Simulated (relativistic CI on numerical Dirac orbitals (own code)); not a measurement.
Calculated at this level of theory: Dirac-Coulomb-Breit CI, separate exchange-only KLI orbitals for each configuration, model QED, unscaled Slater integrals (own radial code, finite nucleus).

CI space (outside the closed core [Ne]): 3s2 3p4, 3s 3p5, 3s2 3p3 3d, 3p6, 3s 3p4 3d, 3p5 3d, 3s 3p3 3d2, 3s2 3p2 3d 4p, 3p5 4s, 3s 3p3 3d 4s, 3p5 4p, 3s2 3p3 4s, 3s2 3p3 4p, 3p4 3d 4p, 3s2 3p3 4d, 3s 3p4 4s, 3s2 3p3 4f, 3s 3p4 4p, 3s 3p4 4d, 3s 3p4 4f, 3s2 3p3 5s, 3s2 3p3 5p, 3s2 3p2 4s 4p, 3s2 3p3 5d, 3s2 3p3 5f, 3s2 3p3 5g, 3s 3p3 4s2, 3s 3p4 5s, 3s2 3p2 3d2, 3s2 3p 3d3, 3s 3p2 3d3, 3s2 3p 3d2 4s, 3s2 3p 3d2 4p, 3s2 3p 3d2 4d, 3p4 3d2, 3p3 3d3, 3p3 3d2 4s, 3p3 3d2 4p, 3p3 3d2 4d, 3s2 3p2 3d 4s, 3s 3p2 3d2 4s, 3s2 3p 3d 4s2, 3s2 3p 3d 4s 4p, 3s2 3p 3d 4s 4d, 3p4 3d 4s, 3p3 3d 4s2, 3p3 3d 4s 4p, 3p3 3d 4s 4d, 3s2 3p2 4s2, 3s 3p2 3d 4s2, 3s2 3p 4s2 4p, 3s2 3p 4s2 4d, 3s2 3p2 4p2, 3s2 3p 3d 4p2, 3s 3p2 3d 4p2, 3s2 3p 4s 4p2, 3s2 3p 4p3, 3s2 3p 4p2 4d, 3s 3p3 4s 4p, 3s 3p2 3d 4s 4p, 3s 3p2 4s2 4p, 3s 3p2 4s 4p2, 3s 3p2 4s 4p 4d. Double excitations out of closed p, d and f shells are left out; levels of such configurations are missing from the list, as are those of other unlisted configurations, and high levels can miss mixing partners. These lack a partner that the ground configuration has and come out too high: 3s2 3p3 4f, 3s 3p4 4p, 3s 3p4 4d, 3s 3p4 4f, 3s2 3p3 5s.

At this charge energies of transitions that change n are usually good to better than 1 %, and those within a shell (Δn = 0) to a few per cent.

Outline of the computed level scheme of Ce XLIII. Lowest level of each configuration: 3s2 3p4 3P_2 at 0.000 eV; 3s2 3p3 3d 3F°_2 at 171.026 eV; 3s 3p5 3P°_2 at 237.506 eV; 3s2 3p2 3d2 3F_2 at 348.649 eV; 3s 3p4 3d 5D_2 at 380.932 eV.

Some strong electric-dipole decays among the lowest 45 levels: 3s2 3p3 3d 3S°_1 → 3s2 3p4 3P_2 (1.0e+12 s⁻¹); 3s2 3p3 3d 3P°_2 → 3s2 3p4 3P_2 (9.7e+11 s⁻¹); 3s2 3p3 3d 1P°_1 → 3s2 3p4 1S_0 (8.8e+11 s⁻¹); 3s2 3p3 3d 3D°_3 → 3s2 3p4 3P_2 (7.8e+11 s⁻¹); 3s 3p5 1P°_1 → 3s2 3p4 1D_2 (6.3e+11 s⁻¹); 3s2 3p3 3d 1D°_2 → 3s2 3p4 3P_1 (2.7e+11 s⁻¹); 3s 3p5 3P°_0 → 3s2 3p4 3P_1 (2.7e+11 s⁻¹); 3s2 3p3 3d 1D°_2 → 3s2 3p4 1D_2 (2.3e+11 s⁻¹).

LS names give the leading component of a level, which can be under half, so a name can repeat, a term be missing and a line seem to break the LS rules.
